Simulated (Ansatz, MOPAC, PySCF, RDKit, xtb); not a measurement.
Noncovalent pair: H2S (SMILES S) (first 3 atoms) with GeH4 (SMILES [GeH4]); geometry from B3LYP-D3(BJ)/def2-TZVP, rigid monomers moved along the line of their centres of mass till S1···Ge4 is 3.48 Å.
(charge 0, multiplicity 1):
```
atom    x (Å)    y (Å)    z (Å)
----  -------  -------  -------
S      0.2669   1.8733   0.6899
H     -1.0639   1.8593   0.8654
H      0.2462   0.7260  -0.0072
Ge    -0.1318  -0.4598   3.2398
H     -0.9040   0.8164   3.6004
H      1.3708  -0.1631   3.1663
H     -0.6234  -0.9912   1.8846
H     -0.3913  -1.5292   4.3157
```

Counterpoise-corrected where a basis set is named; no monomer relaxation. RDKit's UFF carries no charges.

The state reached by PM3 isn't checked.

Run with Ansatz (a first-principles code) with Gaussian orbitals; MOPAC for PM3 (differences of heats of formation); PySCF for the dispersion terms; RDKit for the force fields; xtb for the GFN methods. 

One of these levels gives -2.55 kcal/mol for the interaction energy. Which?
A) GFN2-xTB
B) UFF
C) PM3
D) B3LYP-D3(BJ)/def2-TZVPPD

A, GFN2-xTB. The others give 0.09 (UFF), 2.01 (PM3), -0.35 (B3LYP-D3(BJ)/def2-TZVPPD)
